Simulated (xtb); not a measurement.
HfO₂, SMILES [O]=[Hf]=[O], multiplicity 1. All values are semi-empirical tight-binding results from xtb (GFN2-xTB unless named), good for trends rather than for accurate numbers. Coordinates come from a GFN2-xTB optimisation. The spin state was assumed, not searched. The isomer is the one that the SMILES or the coordinates give; other isomers of the formula were not compared.

Optimised geometry:

```xyz
3

Hf     0.0000     0.0000    -0.1800
O      0.0000    -1.4843     0.8101
O      0.0000     1.4843     0.8101
```

For metal compounds this method's bond lengths and energies can be far off.

Question: Estimate the properties. (The exact figures need the calculation; the answer reports its results.)

Answer: 
```yaml
point_group_as_xtb_finds_it: C2v
orbital_gap: 2.48 eV
zero_point_energy: 2.2 kcal/mol
G − E(el) at 298.15 K (modified RRHO): -14.9 kcal/mol
```

Question: Give the atomic charges and the Wiberg bond orders between heavy atoms. (An estimate is asked for; the answer gives what the named calculation found.)

Answer: charges (e) Hf1 0.96, O2 -0.48, O3 -0.48. Bond orders Hf1–O2 1.95, Hf1–O3 1.95, O2–O3 0.34.
